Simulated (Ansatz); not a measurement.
Relaxation of CH8AlNOSi (13 atoms, charge 0, multiplicity 1), to a largest force component of 0.015 eV/Å in at most 40 steps.

These are results of RKS B3LYP-D4/def2-SVP (Ansatz 0.2.0), not measurements.

```xyz
13
Properties=species:S:1:pos:R:3
N -1.313 -1.022 1.268
C 0.040 -1.220 0.956
Al 0.880 -2.527 2.218
O 2.395 -2.054 3.191
Si 0.070 -4.725 2.358
H -1.935 -1.391 0.494
H -1.565 -1.498 2.136
H 0.609 -0.279 1.003
H 0.105 -1.639 -0.118
H 1.917 -1.682 4.032
H -0.396 -4.987 3.709
H 1.119 -5.698 1.948
H -1.127 -4.888 1.467
```

Problem. Where does it end, and by what steps?

Solution. The run converged. After 36 steps the energy has fallen by 1.471 eV; H6 moved furthest, 1.92 Å. Joined: N1–Al3.

```json
{"step": "0", "energy less start (eV)": "0.0000", "largest force component (eV/Å)": "3.465", "accepted": "yes"}
{"step": "2", "energy less start (eV)": "-0.6991", "largest force component (eV/Å)": "1.084", "accepted": "yes"}
{"step": "4", "energy less start (eV)": "-0.7945", "largest force component (eV/Å)": "1.496", "accepted": "yes"}
{"step": "6", "energy less start (eV)": "-0.9551", "largest force component (eV/Å)": "0.190", "accepted": "yes"}
{"step": "8", "energy less start (eV)": "-0.9211", "largest force component (eV/Å)": "1.884", "accepted": "no"}
{"step": "10", "energy less start (eV)": "-1.0021", "largest force component (eV/Å)": "0.249", "accepted": "yes"}
{"step": "12", "energy less start (eV)": "-1.0546", "largest force component (eV/Å)": "0.310", "accepted": "yes"}
{"step": "14", "energy less start (eV)": "-1.0923", "largest force component (eV/Å)": "0.256", "accepted": "yes"}
{"step": "16", "energy less start (eV)": "-1.1160", "largest force component (eV/Å)": "0.223", "accepted": "yes"}
{"step": "18", "energy less start (eV)": "-1.1328", "largest force component (eV/Å)": "0.114", "accepted": "yes"}
{"step": "20", "energy less start (eV)": "-1.1615", "largest force component (eV/Å)": "0.414", "accepted": "yes"}
{"step": "22", "energy less start (eV)": "-1.2918", "largest force component (eV/Å)": "0.297", "accepted": "yes"}
{"step": "24", "energy less start (eV)": "-1.4031", "largest force component (eV/Å)": "0.658", "accepted": "yes"}
{"step": "26", "energy less start (eV)": "-1.4334", "largest force component (eV/Å)": "0.433", "accepted": "yes"}
{"step": "28", "energy less start (eV)": "-1.4633", "largest force component (eV/Å)": "0.148", "accepted": "yes"}
{"step": "30", "energy less start (eV)": "-1.4684", "largest force component (eV/Å)": "0.107", "accepted": "yes"}
{"step": "32", "energy less start (eV)": "-1.4704", "largest force component (eV/Å)": "0.056", "accepted": "yes"}
{"step": "34", "energy less start (eV)": "-1.4710", "largest force component (eV/Å)": "0.028", "accepted": "yes"}
{"step": "36", "energy less start (eV)": "-1.4712", "largest force component (eV/Å)": "0.012", "accepted": "yes"}
```

```xyz
13
Properties=species:S:1:pos:R:3
N -0.935 -1.380 1.619
C 0.278 -1.407 0.676
Al 0.652 -2.484 2.271
O 1.485 -1.830 3.628
Si 0.007 -4.830 2.351
H -1.164 -0.451 1.974
H -1.781 -1.790 1.224
H 0.671 -0.391 0.533
H 0.004 -1.836 -0.296
H 2.073 -1.070 3.626
H -0.517 -5.259 3.688
H 1.120 -5.773 2.005
H -1.092 -5.107 1.362
```

Time of the run: 54 s on 2 threads of AMD EPYC 9B45 (Zen 5), with other jobs on the host, peak memory 0.29 GiB.
